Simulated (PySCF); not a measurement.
Species: C₅H₁₂FPSi.
Atom-mapped SMILES: `[CH3:1][CH:2]([CH3:3])/[C:4]([F:5])=[P:6]\[CH2:7][SiH3:8]` (hydrogens: H9, H10, H11 on C1; H12 on C2; H13, H14, H15 on C3; H16, H17 on C7; H18, H19, H20 on Si8)

Geometry (PBE0-D3(BJ)/def2-SVP, Å), atoms numbered from 1 in this order:
```
atom  x, y, z in Å
C1    -2.3218   -0.6864    0.2002
C2    -1.0298    0.0569   -0.1511
C3    -1.3136    1.4650   -0.6793
C4    -0.2458   -0.7251   -1.1567
F5    -0.9232   -0.8374   -2.3127
P6     1.2575   -1.4936   -1.1186
C7     1.8596   -1.1384    0.6059
Si8    2.7014    0.5445    0.7834
H9    -2.9467   -0.8193   -0.6954
H10   -2.9021   -0.1173    0.9421
H11   -2.1082   -1.6819    0.6167
H12   -0.4166    0.1449    0.7578
H13   -1.8973    1.4193   -1.6104
H14   -0.3792    2.0067   -0.8867
H15   -1.8902    2.0410    0.0601
H16    2.6206   -1.9080    0.8192
H17    1.0721   -1.2605    1.3667
H18    1.7114    1.6467    0.5903
H19    3.7765    0.6797   -0.2443
H20    3.3106    0.6839    2.1436
```

Level: PBE0/pcSseg-1 in PySCF, non-relativistic, on one gas-phase PBE0-D3(BJ)/def2-SVP geometry that isn't relaxed in the solvent. The solvent is an IEF-PCM continuum (cavity from Bondi-type radii × 1.2). Only the electrostatic response of the medium enters.

| run | E − E(gas) (kcal/mol) | HOMO (eV) | HOMO–LUMO gap (eV) | dipole (D) |
| --- | --- | --- | --- | --- |
| gas | 0.00 | -6.72 | 5.40 | 2.53 |
| P | -1.38 | -6.70 | 5.40 | 2.93 |
| Q | -3.31 | -6.73 | 5.40 | 3.59 |

Q: The runs were made in benzene and water. Which run belongs to which solvent?

A: P = benzene, Q = water. The dielectric constants are 2.271 (benzene), 78.36 (water), and the energy falls further as ε rises. In this model the ground state sees the solvent through ε alone.

Q: How constant is the ratio of the lowering to (ε − 1)/(2ε + 1)?

A: 
```json
{"solvent": "benzene", "(ε − 1)/(2ε + 1)": "0.229", "E − E(gas) (kcal/mol)": "-1.38", "ratio (kcal/mol)": "-6.0", "polarisation term (kcal/mol)": "-1.51"}
{"solvent": "water", "(ε − 1)/(2ε + 1)": "0.490", "E − E(gas) (kcal/mol)": "-3.31", "ratio (kcal/mol)": "-6.7", "polarisation term (kcal/mol)": "-4.15"}
```

The ratio changes by +11.9 % in size from benzene to water. The polarisation term is half the interaction of the solute with the induced surface charges.
